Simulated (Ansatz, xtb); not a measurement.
**Ranking isomers of C4H5ClO2Si**

4 gas-phase structures of C4H5ClO2Si, from a drawn sample of its isomers (lower ones may exist). Each was relaxed with GFN2-xTB; where two conformers were screened, the lower at r2SCAN-D4/def2-SVP is listed:

A. `[SiH3]Oc1ccc(Cl)o1`, a singlet
B. `O=C1C=C(Cl)C[SiH2]O1`, a singlet
C. `CC#C[Si@H](Cl)OC=O`, a singlet
D. `O=C1OCC=C1[SiH2]Cl`, a singlet

Make a reasoned guess at their ranking by r2SCAN-D4/def2-SVP single-point energy.

Calculated order at r2SCAN-D4/def2-SVP: D (0.0), C (1.6), B (7.0), A (36.2) kcal/mol. CCSD(T)/def2-SVP + ΔMP2/def2-TZVPP after further relaxation puts C lowest instead.

Energies above the lowest of each column, in kcal/mol; the last columns are at B3LYP/def2-SVP geometries and were run for some of them only (a dash: not run or not comparable):

```json
{"structure": "D", "GFN2-xTB": "9.8", "HF/STO-3G": "0.0", "r2SCAN-D4/def2-SVP": "0.0", "B3LYP/def2-SVP": "4.3", "CCSD(T)/def2-SVP + ΔMP2/def2-TZVPP": "9.4"}
{"structure": "C", "GFN2-xTB": "15.0", "HF/STO-3G": "24.6", "r2SCAN-D4/def2-SVP": "1.6", "B3LYP/def2-SVP": "0.0", "CCSD(T)/def2-SVP + ΔMP2/def2-TZVPP": "0.0"}
{"structure": "B", "GFN2-xTB": "5.9", "HF/STO-3G": "25.5", "r2SCAN-D4/def2-SVP": "7.0", "B3LYP/def2-SVP": "10.2", "CCSD(T)/def2-SVP + ΔMP2/def2-TZVPP": "13.0"}
{"structure": "A", "GFN2-xTB": "0.0", "HF/STO-3G": "35.3", "r2SCAN-D4/def2-SVP": "36.2", "B3LYP/def2-SVP": "–", "CCSD(T)/def2-SVP + ΔMP2/def2-TZVPP": "–"}
```

CCSD(T)/def2-SVP + ΔMP2/def2-TZVPP puts C lowest of those it was run on; GFN2-xTB picks A, HF/STO-3G picks D, r2SCAN-D4/def2-SVP picks D. CCSD(T)/def2-SVP + ΔMP2/def2-TZVPP orders those it was run on as C (0.0), D (9.4), B (13.0) kcal/mol. Flexible structures stand in one conformer each, not always the lowest. Frequencies (GFN2-xTB) were run for B, C, D alone. The ΔMP2 step shifts differences by up to 3.8 kcal/mol, which makes them less sure. ΔMP2 is the change of the MP2 energy from the smaller to the larger basis.

Over these structures GFN2-xTB departs from r2SCAN-D4/def2-SVP by 16.3 kcal/mol on average once a common shift is removed. A GFN2-xTB relaxation took about 0.084 s and the r2SCAN-D4/def2-SVP energy about 1.5 s on a shared host (Ansatz 0.2.0, xtb 6.7.1).
